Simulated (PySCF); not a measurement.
Computed with B3LYP-D3(BJ)/def2-TZVP // r2SCAN-D4/def2-SVP (PySCF). Gas-phase values, no solvent. One relaxed conformer stands for a flexible species; it need not be the lowest. B3LYP has the VWN-RPA correlation part, as in Gaussian. 

Reference species: [Zr(NH2)4] (neutral, multiplicity 1).

```json
{
 "charge on the central atom (Mulliken)": "1.70 e",
 "coordination_number": "4"
}
```

Changed species: [Zr(NH2)2(Br)2] (2 of 4 NH2 replaced by Br; the reference has 0 of 4 NH2 replaced by Br).

Give the shifts of the charge on the central atom (Mulliken) and coordination number.

the charge on the central atom (Mulliken) falls by 0.22 e, to 1.48 e; the coordination number stays essentially unchanged.
